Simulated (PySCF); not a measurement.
Antimony: a sound run and one with changed settings

Sound run: Sb [Kr] 4d10 5s2 5p3, Sb⁺ [Kr] 4d10 5s2 5p2. All numbers are calculated (PySCF 2.14, a scalar-relativistic core potential, in cc-pVDZ-PP with ECP28MDF (4s3p2d, 23 functions)). In the sound run the correlated levels freeze 4s2 4p6 4d10 outside the core potential. The sound run starts from symmetry-adapted Hartree-Fock orbitals and uses a fine grid where one is needed.

Changed run: all electrons correlated in a basis built for the valence shell.

```csv
species,method,sound run (hartree),changed run (hartree),converged
Sb,MP2,-239.31880,-239.34513,yes
Sb⁺,MP2,-238.99229,-239.01670,yes
```

Ionisation energy of Sb:

```csv
method,sound run (eV),changed run (eV)
UHF,8.600,8.600
MP2,8.885,8.937
SCS-MP2,8.786,8.816
```

A valence basis has no tight correlating functions, so it recovers only part of the core correlation, and not evenly between atom and ion.

For comparison, NIST gives 8.608 eV between the lowest levels.
